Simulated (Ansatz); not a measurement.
Basis sets compared for the cluster Mg₂Al₄O₈. Total charge 0; singlet. Geometry PBE-D4/def2-SVP. Ansatz on 6 threads of Intel Xeon on a shared host; times are rough, and most runs start from earlier orbitals.

```xyz
14

Mg    0.804    0.654    1.820
Mg   -1.320   -1.227    0.891
Al    2.433   -0.944    0.673
Al    0.942   -0.011   -1.119
Al   -1.887   -0.199   -1.673
Al   -1.169    1.564    0.188
O    -2.291    1.438   -1.104
O    -0.279   -0.247   -2.337
O     2.656   -0.483   -0.986
O     2.554   -0.133    2.169
O    -2.422   -1.448   -0.631
O     0.614   -1.147    0.498
O    -1.210    0.659    1.708
O     0.575    1.523   -0.099
```

B3LYP takes the VWN-RPA correlation. The structure comes from a short search, and lower isomers may exist.

Binding counts from free atoms (Mg singlet, Al doublet, O triplet) in the same basis, without a counterpoise term.

```csv
level,functions,energy (Eh),HOMO (eV),LUMO (eV),binding per atom (eV),wall time
HF/STO-3G,94,-1941.7341,-5.40,6.96,3.60,1.2 s
HF/6-31G,150,-1966.2030,-11.87,-0.40,2.63,2.5 s
PBE-D4/def2-SVP,220,-1970.2016,-5.93,-3.41,5.00,4.2 s
B3LYP-D4/6-31G,150,-1972.2494,-7.49,-3.35,4.21,4.1 s
PBE0-D4/def2-SVP,220,-1970.2998,-7.48,-2.63,4.79,7 s
```

Question: Estimate the rows for PBE-D4/def2-TZVP, B3LYP-D4/def2-TZVP (with forces), PBE0-D4/def2-TZVP.

Answer: 
```
                           level  functions  energy (Eh)  HOMO (eV)  LUMO (eV)  binding per atom (eV)  wall time
                PBE-D4/def2-TZVP        460   -1971.4251      -5.99      -3.46                   4.96      9.5 s
B3LYP-D4/def2-TZVP (with forces)        460   -1972.9588      -7.26      -2.99                   4.77       34 s
               PBE0-D4/def2-TZVP        460   -1971.5170      -7.50      -2.67                   4.76       32 s
```
